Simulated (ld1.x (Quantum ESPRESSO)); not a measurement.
Au (Z = 79), TM: configuration errors across variants

- Element: Au
- Generator: ld1.x (Quantum ESPRESSO) 7.5
- Type: norm-conserving Troullier–Martins (Kleinman–Bylander form)
- Functional: PBE
- Relativity: scalar-relativistic
- Frozen core: [Kr] 4d10 4f14
- Valence charge: 19
- Reference configuration: 5s2 5p6 5d10 6s1 6p0
- Partial waves: 5s (bound): rc 1.40 bohr; 5p (bound): rc 1.55 bohr; 5d (bound): rc 1.85 bohr
- Local potential: all-electron potential smoothed inside 1.50 bohr (lloc = -1)
- Core correction: none

Occupied shells without a wave of their own: 6s. They enter only through the test configuration that unscreens the potential.

All-electron excitation energies from the reference (eV): (1) 5s2 5p6 5d10 6s0 6p0 9.409; (2) 5s2 5p6 5d9 6s0 6p0 30.617; (3) 5s2 5p6 5d8 6s0 6p0 64.494; (4) 5s2 5p6 5d9 6s2 6p0 1.693; (5) 5s2 5p6 5d9 6s1 6p1 7.497; (6) 5s2 5p6 5d10 6s0.5 6p0 3.773; (7) 5s2 5p5 5d10 6s1 6p0 66.105.

For the base: The 6s level has no wave, so the channel is fitted at the deeper level alone: the likely source of the large errors.

Errors AE − PS in meV (a dash: test not solved or not reliable):

| change | (1) | (2) | (3) | (4) | (5) | (6) | (7) | bound ghosts |
| --- | --- | --- | --- | --- | --- | --- | --- | --- |
| base | +153 | +207 | +266 | -141 | +3.4 | +69 | -109 | none |
| wave 5d (bound): rc 1.85 bohr becomes 5d (bound): rc 1.20 bohr | +153 | +208 | +267 | -140 | +3.9 | +69 | -116 | none |
| wave 5d (bound): rc 1.85 bohr becomes 5d (bound): rc 1.36 bohr | +153 | +207 | +265 | -141 | +3.4 | +69 | -116 | none |
| wave 5d (bound): rc 1.85 bohr becomes 5d (bound): rc 1.56 bohr | +153 | +207 | +266 | -141 | +3.4 | +69 | -111 | none |
| wave 5d (bound): rc 1.85 bohr becomes 5d (bound): rc 1.80 bohr | +153 | +207 | +266 | -141 | +3.4 | +69 | -109 | none |
| wave 5d (bound): rc 1.85 bohr becomes 5d (bound): rc 2.04 bohr | +153 | +207 | +264 | -140 | +3.5 | +69 | -119 | none |
| wave 5d (bound): rc 1.85 bohr becomes 5d (bound): rc 2.14 bohr | +153 | +206 | +263 | -140 | +3.7 | +69 | -130 | none |
| wave 5d (bound): rc 1.85 bohr becomes 5d (bound): rc 2.38 bohr | +153 | +202 | +257 | -136 | +5.1 | +69 | -172 | none |
| wave 5d (bound): rc 1.85 bohr becomes 5d (bound): rc 2.74 bohr | +153 | +187 | +253 | -121 | +14 | +70 | -303 | none |

**Question.** Give the same row for: wave 5d (bound): rc 1.85 bohr becomes 5d (bound): rc 2.56 bohr.

**Answer.** +154, +196, +253, -131, +8.1, +70, -225; bound ghosts: none.
